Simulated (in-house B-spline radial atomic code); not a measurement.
RPA and G0W0 for Ir4+, [Xe] 4f14 5d5, highest spin, as one setting changes: the highest l of the empty states. Start: PBE. A dash marks a level of low quasi-particle weight. Computed with a B-spline radial code for spherical atoms: all electrons, scalar-relativistic (spin-free one-electron X2C), finite nucleus, each spin shell either full or empty, empty states to the listed l with an (l + 1/2)⁻⁴ tail; G0W0 by contour deformation at full frequency.

Without the two-electron picture change, the correlation of inner shells comes somewhat too large for so heavy an element.

```tsv
highest l of the empty states	RPA summed (Eh)	RPA extrapolated (Eh)	G0W0 level (eV)
5	-5.7267	-6.6866	5d up -59.50
6	-6.0774	-6.6797	5d up -59.50
7	?	?	?
8	?	?	?
9	-6.4375	-6.6094	5d up -59.50
10	-6.4769	-6.5963	5d up -59.50
11	-6.5022	-6.5871	5d up -59.50
```

Problem. What belongs in the row for 8?

Solution. RPA summed (Eh): -6.3739; RPA extrapolated (Eh): -6.6291; G0W0 level (eV): 5d up -59.51.

Problem. What belongs in the row for 7?

Solution. RPA summed (Eh): -6.2663; RPA extrapolated (Eh): -6.6524; G0W0 level (eV): 5d up -59.52.
